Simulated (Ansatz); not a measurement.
```yaml
crystal:
  periodic: [true, true, true]
  atoms:
    - {symbol: C, position_ang: [-1.534886, -0.021423, 1.226403]}
    - {symbol: N, position_ang: [-0.313404, 0.169620, 0.474941]}
    - {symbol: C, position_ang: [0.740012, 0.712273, 1.309088]}
    - {symbol: As, position_ang: [0.275140, -1.418921, -0.375103]}
    - {symbol: Si, position_ang: [0.977741, -0.245202, -2.313556]}
    - {symbol: H, position_ang: [-1.837439, 0.935822, 1.664442]}
    - {symbol: H, position_ang: [-1.441522, -0.748913, 2.051498]}
    - {symbol: H, position_ang: [-2.336945, -0.355379, 0.565191]}
    - {symbol: H, position_ang: [1.650455, 0.862936, 0.723416]}
    - {symbol: H, position_ang: [0.427849, 1.690235, 1.689581]}
    - {symbol: H, position_ang: [0.991952, 0.077837, 2.175805]}
    - {symbol: H, position_ang: [-1.075212, -1.724725, -1.017332]}
    - {symbol: H, position_ang: [2.103619, 0.644529, -1.922813]}
    - {symbol: H, position_ang: [1.471289, -1.204767, -3.339478]}
    - {symbol: H, position_ang: [-0.120448, 0.575378, -2.882882]}
basis:
  gaussian: {orbitals: pcseg-2}
hamiltonian: {xc: {name: B97M-V}}
scf: {lower_state_search: off}
output: {forces: true}
```

```sh
$ ansatz run in.yaml --threads 4 --pin off --events-out ev --progress --plain --max-ram 11315MiB
```

It prints (some lines left out):

```
Error: YAML parse error: error: line 2 column 3: crystal: missing field `lattice` (a structure is typed as `lattice` and `atoms`, a molecule's as `atoms` in Å alone, or read from a run's directory, `checkpoint`)
 --> <input>:2:3
1 | crystal:
2 |   periodic: [true, true, true]
3 |   atoms:
4 |     - {symbol: C, position_ang: [-1.534886, -0.021423, 1.226403]}
```

In this input the molecule is marked periodic without a cell. The input was rejected before any iteration.
